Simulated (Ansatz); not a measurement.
Geometry optimisation, Ansatz, RKS PBE/def2-SVP.

Input file:

```yaml
crystal:
  periodic: [false, false, false]
  atoms:
    - { symbol: "N", position_ang: [-0.6272, 0.9476, -0.9512] }
    - { symbol: B, position_ang: [-0.2702, -0.0865, 0.0299] }
    - { symbol: "N", position_ang: [1.1206, -0.6301, 0.0056] }
    - { symbol: O, position_ang: [-1.1677, -0.586, 0.9861] }
    - { symbol: H, position_ang: [-0.4891, 0.6071, -1.9367] }
    - { symbol: H, position_ang: [-0.0308, 1.8178, -0.8233] }
    - { symbol: H, position_ang: [1.5753, -0.4768, 0.9782] }
    - { symbol: H, position_ang: [1.1208, -1.6469, -0.1297] }
    - { symbol: H, position_ang: [-1.1432, 0.0074, 1.824] }
basis:
  gaussian: { orbitals: def2-SVP }
hamiltonian:
  xc: pbe
relax:
  f_tol: 0.02
  max_steps: 50
output:
  orbitals: {}
```

Run as:

```bash
$ ansatz run input.yaml --threads 1 --pin off --max-ram 2048MiB --backend cpu --events-out ev --progress --plain --runs-dir out
```

Task: Where does it end, and by what steps?

Result: It converged. After 17 steps the energy has fallen by 2.048 eV; H5 moved furthest, 1.34 Å.

```tsv
step	energy less start (eV)	largest force component (eV/Å)	accepted
0	0.0000	1.796	yes
1	-0.2604	1.697	yes
2	-0.5092	2.411	yes
3	-0.8751	1.131	yes
4	-1.0981	1.148	yes
5	-1.2872	1.802	yes
6	-1.5407	1.135	yes
7	-1.6991	0.447	yes
8	-1.7866	0.758	yes
9	-1.8231	1.485	yes
10	-1.9679	0.429	yes
11	-2.0220	0.288	yes
12	-2.0274	0.261	yes
13	-2.0461	0.193	yes
14	-2.0474	0.068	yes
15	-2.0478	0.021	yes
16	-2.0480	0.020	yes
17	-2.0480	0.019	yes
```

```xyz
9
Properties=species:S:1:pos:R:3
N -0.427 0.828 -0.850
B -0.087 -0.087 0.204
N 1.199 -0.701 0.283
O -0.987 -0.400 1.222
H -1.391 1.075 -1.068
H 0.208 1.030 -1.620
H 1.445 -1.299 1.068
H 1.904 -0.660 -0.448
H -1.775 0.167 1.192
```

Whether the end is a true minimum wasn't checked by a vibrational analysis.

Time of the run: 69 s on 1 thread of Intel(R) Xeon(R) Processor @ 2.50GHz (Skylake/Cascade Lake), with other jobs on the host, peak memory 0.13 GiB.
